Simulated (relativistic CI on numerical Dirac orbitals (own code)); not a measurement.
## Hyperfine structure of Ag XIII, mass number 107

Computed by Dirac-Coulomb-Breit CI, KLI orbitals optimised for each configuration, a model potential for QED, unscaled Slater integrals (own radial code, finite nucleus).

CI space (outside the closed core [Ar] 3d10): 4s2.4p5, 4s.4p6, 4s2.4p4.4d, 4s.4p5.4d, 4s2.4p4.4f, 4s.4p5.4f, 4p6.4d, 4s.4p4.4d2, 4s2.4p4.5s, 4s2.4p4.5p, 4s2.4p3.4d.4f, 4p5.4d2, 4p4.4d3, 4p4.4d2.4f, 4p4.4d2.5s. Double excitations out of closed p, d and f shells are left out; levels of such configurations are missing from the list, as are those of other unlisted configurations, and high levels can miss mixing partners. These lack a partner that the ground configuration has and come out too high: 4s2.4p4.5p.

Nuclear spin I = 1/2, μ = -0.11352 μN (tables of Stone and Pyykkö). The electronic factors are computed for point nuclear moments, without core polarisation or the Bohr-Weisskopf and QED corrections.

| Level | E (eV) | A (MHz) |
| --- | --- | --- |
| 4s2.4p5 2P°_3/2 | 0.0000 | -1554 |
| 4s2.4p5 2P°_1/2 | 6.4601 | -9232 |
| 4s.4p6 2S_1/2 | 40.7982 | -26730 |
| 4s2.4p4.4d 4D_5/2 | 54.2537 | -996.9 |
| 4s2.4p4.4d 4D_3/2 | 54.3359 | -1353 |
| 4s2.4p4.4d 4D_7/2 | 54.8030 | -707 |
| 4s2.4p4.4d 4F_9/2 | 57.1856 | -826.3 |
| 4s2.4p4.4d 2P_1/2 | 59.1903 | -4736 |

Levels with J = 0, under 50 % of one LS term, or S terms without an open s electron are left out. Small factors come from cancelling terms and can be off by tens of per cent or more.

At this charge energies of transitions that change n are usually good to better than 1 %, and those within a shell (Δn = 0) to a few per cent.

Q: Give the hyperfine levels of 4s2.4p5 2P°_1/2 relative to its centre of gravity.

A: With K = F(F + 1) − I(I + 1) − J(J + 1), E = AK/2: F = 0: 6924, F = 1: -2308 MHz.

LS names give the leading component of a level, which can be under half, so a name can repeat, a term be missing and a line seem to break the LS rules.
